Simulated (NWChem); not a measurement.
System: BNH₃, doublet; SMILES B[NH]

```xyz
5

B      0.0133     0.7070     0.0000
N      0.0108    -0.6296     0.0000
H     -1.0143     1.3342     0.0000
H      1.0732     1.2920     0.0000
H      0.2895    -1.5931     0.0000
```
Atoms are numbered in this order, from 1.

Program: NWChem. Spin-unrestricted. In the optimisation the excess spin sits in a' (Cs, its own frame). Structure relaxed at the B3LYP/6-31G* (spherical d), spin-unrestricted level. No stability test was run on the SCF state. Principal shifts from the free-electron g value, in parts per thousand; spin-orbit coupling by linear response on scalar ZORA.

For level PBE0/x2c-SVPall, ZORA:

- Δg3 (ppt): 2.66
- isotropic Δg (ppt): 1.51

What are these values for level BP86/x2c-SVPall, ZORA?

The Δg3 (ppt) comes out as 1.84 and the isotropic Δg (ppt) is 1.22.
